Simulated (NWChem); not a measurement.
System: CH$_{2}$BFO$_{2}$; SMILES O=CB(O)F

Here is an NWChem input.

```
start job
memory heap 200 mb stack 900 mb global 1100 mb
geometry units angstroms noautosym nocenter noautoz
  O     -0.616316    -1.916792     0.094104
  C      0.198116    -1.065681     0.412614
  B     -0.036765     0.511248     0.164432
  O     -1.171834     0.947938    -0.418702
  F      0.923070     1.371400     0.552199
  H      1.178136    -1.366423     0.909592
  H     -1.194233     1.919825    -0.512834
end
basis spherical
  * library def2-tzvp
end
dft
  xc xpbe96 cpbe96
  iterations 150
end
property
  efieldgrad
end
task dft property
```

Output (shortened):

```
             Northwest Computational Chemistry Package (NWChem) 7.3.0
             --------------------------------------------------------

                             Geometry "geometry" -> ""
                             -------------------------

 Output coordinates in angstroms (scale by  1.889725989 to convert to a.u.)

  No.       Tag          Charge          X              Y              Z
 ---- ---------------- ---------- -------------- -------------- --------------
    1 O                    8.0000    -0.61631600    -1.91679200     0.09410400
    2 C                    6.0000     0.19811600    -1.06568100     0.41261400
    3 B                    5.0000    -0.03676500     0.51124800     0.16443200
    4 O                    8.0000    -1.17183400     0.94793800    -0.41870200
    5 F                    9.0000     0.92307000     1.37140000     0.55219900
    6 H                    1.0000     1.17813600    -1.36642300     0.90959200
    7 H                    1.0000    -1.19423300     1.91982500    -0.51283400

 Effective nuclear repulsion energy (a.u.)     150.3495746428

  pbe96 is a nonlocal functional; adding pw91lda local functional.
                              NWChem Property Module
                              ----------------------

  itol2e modified to match energy
  convergence criterion.

                                 NWChem DFT Module
                                 -----------------

 Summary of "ao basis" -> "ao basis" (spherical)
 ------------------------------------------------------------------------------
       Tag                 Description            Shells   Functions and Types
 ---------------- ------------------------------  ------  ---------------------
 O                         def2-tzvp                11       31   5s3p2d1f
 C                         def2-tzvp                11       31   5s3p2d1f
 B                         def2-tzvp                11       31   5s3p2d1f
 F                         def2-tzvp                11       31   5s3p2d1f
 H                         def2-tzvp                 4        6   3s1p

  itol2e modified to match energy
  convergence criterion.

[...]

          -----------------------
          Electric field gradient
          -----------------------

 1 a.u. = 0.324123 10**(16) esu/cm**3  ( or statvolts/cm**2 ) = 0.97174 10**(22) v/m**2

 ------------------------------------------------------------
   Atom      X         Y         Z
 ------------------------------------------------------------
    1 O   -1.16467  -3.62221   0.17783
 ------------------------------------------------------------

 Electric field gradient in molecular frame (a.u.)
         XX             YY             ZZ             XY             XZ             YZ
 ------------------------------------------------------------------------------------------
        0.285942       0.942256      -1.228198      -1.023764       1.100171      -0.729201

 Principal components (a.u.) and orientation
 of principal axis w.r.t. absolute frame                      Asymmetry parameter eta
 --------------------------------------------------------------------------------------
        2.153139      -1.819698      -0.333441                       0.690274

       -0.600532      -0.432002       0.672856
        0.718740       0.077109       0.690990
       -0.350392       0.898570       0.264191

 ------------------------------------------------------------
   Atom      X         Y         Z
 ------------------------------------------------------------
    2 C    0.37438  -2.01385   0.77973
 ------------------------------------------------------------

 Electric field gradient in molecular frame (a.u.)
         XX             YY             ZZ             XY             XZ             YZ
 ------------------------------------------------------------------------------------------
        0.081001       0.329071      -0.410071      -0.004555       0.311811      -0.079056

 Principal components (a.u.) and orientation
 of principal axis w.r.t. absolute frame                      Asymmetry parameter eta
 --------------------------------------------------------------------------------------
       -0.566762       0.347303       0.219459                       0.225569

       -0.432000      -0.254330       0.865270
        0.077101       0.945487       0.316402
        0.898572      -0.203399       0.388841

 ------------------------------------------------------------
   Atom      X         Y         Z
 ------------------------------------------------------------
    3 B   -0.06948   0.96612   0.31073
 ------------------------------------------------------------

 Electric field gradient in molecular frame (a.u.)
         XX             YY             ZZ             XY             XZ             YZ
 ------------------------------------------------------------------------------------------
        0.018912       0.216321      -0.235233      -0.062815       0.170036      -0.076480

 Principal components (a.u.) and orientation
 of principal axis w.r.t. absolute frame                      Asymmetry parameter eta
 --------------------------------------------------------------------------------------
       -0.323542       0.268734       0.054808                       0.661201

       -0.432027      -0.402877       0.806872
        0.077027       0.874922       0.478098
        0.898565      -0.268703       0.346958

 ------------------------------------------------------------
   Atom      X         Y         Z
 ------------------------------------------------------------
    4 O   -2.21445   1.79134  -0.79123
 ------------------------------------------------------------

[...]
```

Level: PBE/def2-TZVP. The geometry was optimised at PBE-D3(BJ)/def2-SVP. NWChem prints the field gradient with the sign opposite to the second derivative of the potential.
